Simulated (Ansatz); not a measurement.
Cost and result for the atomization energy of Cl2FH5N2Si2, SMILES `N[SiH](F)[Si](N)(Cl)Cl` (12 atoms, 11 bonds).

```csv
atom,x (Å),y (Å),z (Å)
N1,0.637,-0.794,-2.072
Si2,0.456,0.527,-1.033
F3,1.832,1.126,-0.442
Si4,-0.713,-0.212,0.849
N5,-0.375,0.764,2.191
Cl6,-2.746,-0.196,0.579
Cl7,-0.205,-2.213,1.100
H8,0.848,-0.703,-3.052
H9,0.778,-1.728,-1.726
H10,-0.170,1.639,-1.784
H11,-0.910,0.709,3.042
H12,0.569,1.081,2.349
```

The species carries charge 0 and has multiplicity 1. The structure was optimised at the PBE0-D4/def2-TZVP level. It is one conformer, not always the lowest. Program: Ansatz. All runs use 2 threads of an AMD EPYC 7R13 on a shared host and a share of an NVIDIA H100 80 GB. Times are those of one run each, without the atoms' runs, and a repeat can differ threefold. Electronic energies, without spin–orbit coupling; frozen cores. CCSD(T)/CBS adds CCSD(T) − MP2 in def2-TZVPP to the MP2 limit, and its time is that of the two runs behind it. T1 = 0.011. B3LYP takes the VWN-RPA correlation (the form of Gaussian; ORCA's B3LYP/G).

CCSD(T)/CBS is a level of theory with its own doubt, some kJ/mol a heavy atom from the limit and from the frozen cores, so smaller differences don't rank the functionals.

| level | functions | wall time | atomization (kcal/mol) | difference from CCSD(T)/CBS | per bond |
| --- | --- | --- | --- | --- | --- |
| PBE-D4/def2-TZVPP (with forces) | 331 | 3.1 s | 1038.4 | 13.1 | 1.2 |
| B2PLYP/def2-TZVPP | 331 | 3.3 s | 1006.2 | -19.1 | -1.7 |
| PBE0-D4/def2-TZVPP | 331 | 3.4 s | 1018.3 | -7.0 | -0.6 |
| r2SCAN-D4/def2-TZVPP (with forces) | 331 | 3.5 s | 1021.6 | -3.7 | -0.3 |
| B3LYP-D4/def2-TZVPP (with forces) | 331 | 3.6 s | 1019.5 | -5.8 | -0.5 |
| ωB97X-V/def2-TZVPP | 331 | 4.2 s | 1030.7 | 5.4 | 0.5 |
| MP2/def2-QZVPP | 601 | 5.5 s | 1035.5 | 10.2 | 0.9 |
| ωB97M-V/def2-TZVPP (with forces) | 331 | 6.5 s | 1028.7 | 3.4 | 0.3 |
| CCSD(T)/def2-TZVPP | 331 | 7.5 s | 986.2 | -39.1 | -3.5 |
| CCSD(T)/CBS(def2) | – | 13 s | 1025.3 | 0.0 | 0.0 |

From PBE to PBE0 (25 % exact exchange), in def2-TZVPP and without D4, the atomization energy moves by −18.8 kcal/mol: exact exchange takes away binding that semilocal exchange gives to molecules. The D4 term adds +15.6 kcal/mol with B3LYP and +8.3 kcal/mol with PBE0; it sums over pairs of atoms, weighted by their polarisabilities, and B3LYP, whose exchange is more repulsive, gets the larger term. In def2-TZVPP, CCSD(T) changes the Hartree–Fock value by +267.7 kcal/mol (the triples alone add +17.5 kcal/mol) and MP2 by +293.6 kcal/mol; breaking electron pairs costs correlation energy, which Hartree–Fock lacks.
